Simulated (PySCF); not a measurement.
methoxymethyl(silyl)silane (C₂H₁₀OSi₂), SMILES COC[SiH2][SiH3].

Geometry: B3LYP-D3(BJ)/def2-SVP. One conformer was computed; it need not be the lowest.

Vertical ionisation energy (IE) and electron affinity (EA) in eV. Rows of orbital energies are one-electron estimates. Where ΔSCF, EOM or ADC give a negative EA the extra electron is unbound and the value depends on the basis.

| level | IE | EA |
|---|---|---|
| −ε(HOMO), −ε(LUMO), PBE0/def2-TZVP (PySCF) | 7.69 | -0.22 |
| −ε(HOMO), −ε(LUMO), PBE/def2-TZVP (PySCF) | 6.12 | 0.61 |
